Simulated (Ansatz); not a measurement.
Cost and result for the atomization energy of C$_{3}$H$_{6}$BClO (`CC1(Cl)CBO1`) (12 atoms, 12 bonds).

```xyz
12

C     0.1649   -1.2851    0.8151
C    -0.4850   -0.0902    0.1790
Cl   -2.2566   -0.3351    0.1201
C     0.1103    0.4493   -1.1304
B     0.4099    1.6691   -0.1800
O    -0.1965    1.1166    0.9161
H    -0.2095   -1.4208    1.8301
H     1.2462   -1.1335    0.8528
H    -0.0500   -2.1812    0.2327
H    -0.6244    0.6145   -1.9169
H     0.9415   -0.1347   -1.5271
H     0.9493    2.7312   -0.1915
```

The species carries charge 0 and has multiplicity 1. The geometry is a stationary point of PBE0-D4/def2-TZVP. Program: Ansatz. All runs use 4 threads of an Arm Neoverse V2 on a shared host. Times are those of one run each, without the atoms' runs, and a repeat can differ threefold. Electronic energies, without spin–orbit coupling; frozen cores. CCSD(T)/CBS adds CCSD(T) − MP2 in def2-TZVPP to the MP2 limit, and its time is that of the two runs behind it. T1 = 0.013. HSE06 is the plane-wave form, built on full-range PBE exchange.

CCSD(T)/CBS is a level of theory with its own doubt, some kJ/mol a heavy atom from the limit and from the frozen cores, so smaller differences don't rank the functionals.

```csv
level,functions,wall time
LDA (SPW92)/def2-TZVPP,281,1.5 s
PBE-D4/def2-TZVPP (with forces),281,2.9 s
PBE0-D4/def2-TZVPP,281,3.5 s
HSE06-D4/def2-TZVPP,281,3.8 s
CAM-B3LYP-D4/def2-TZVPP,281,4.1 s
B2PLYP/def2-TZVPP,281,7 s
PBE-QIDH/def2-TZVPP,281,7 s
CCSD(T)/def2-SVP,118,8.5 s
ωB97X-V/def2-TZVPP,281,9 s
B97M-V/def2-TZVPP,281,11 s
MP2/def2-QZVPP,535,29 s
CCSD(T)/def2-TZVPP,281,4.5 min
CCSD(T)/CBS(def2),–,4.9 min
```

(1) What atomization energy does each give, and how far from CCSD(T)/CBS? (Estimate.)

Results:

(1) Computed: 
```csv
level,atomization (kcal/mol),difference from CCSD(T)/CBS,per bond
LDA (SPW92)/def2-TZVPP,1341.7,184.5,15.4
PBE-D4/def2-TZVPP (with forces),1193.4,36.2,3.0
PBE0-D4/def2-TZVPP,1171.9,14.7,1.2
HSE06-D4/def2-TZVPP,1172.8,15.6,1.3
CAM-B3LYP-D4/def2-TZVPP,1163.9,6.7,0.6
B2PLYP/def2-TZVPP,1147.3,-9.9,-0.8
PBE-QIDH/def2-TZVPP,1161.7,4.5,0.4
CCSD(T)/def2-SVP,1110.1,-47.1,-3.9
ωB97X-V/def2-TZVPP,1163.1,5.9,0.5
B97M-V/def2-TZVPP,1165.1,7.9,0.7
MP2/def2-QZVPP,1174.3,17.1,1.4
CCSD(T)/def2-TZVPP,1129.5,-27.7,-2.3
CCSD(T)/CBS(def2),1157.2,0.0,0.0
```

In def2-TZVPP, CCSD(T) changes the Hartree–Fock value by +276.3 kcal/mol (the triples alone add +19.3 kcal/mol) and MP2 by +304.8 kcal/mol; breaking electron pairs costs correlation energy, which Hartree–Fock lacks. The D4 term adds +10.7 kcal/mol with B3LYP and +5.6 kcal/mol with PBE0; it sums over pairs of atoms, weighted by their polarisabilities, and B3LYP, whose exchange is more repulsive, gets the larger term. Leaving LDA and LC-ωPBE aside and taking each functional with its dispersion term where it has one, the values, not all of them listed here, spread over 70.5 kcal/mol, from BHLYP-D4 to PBE-D4. LDA lies +154.9 kcal/mol from PBE without D4, its usual overbinding.

B3LYP here is the variant with VWN-RPA as its local correlation; programs differ in this.
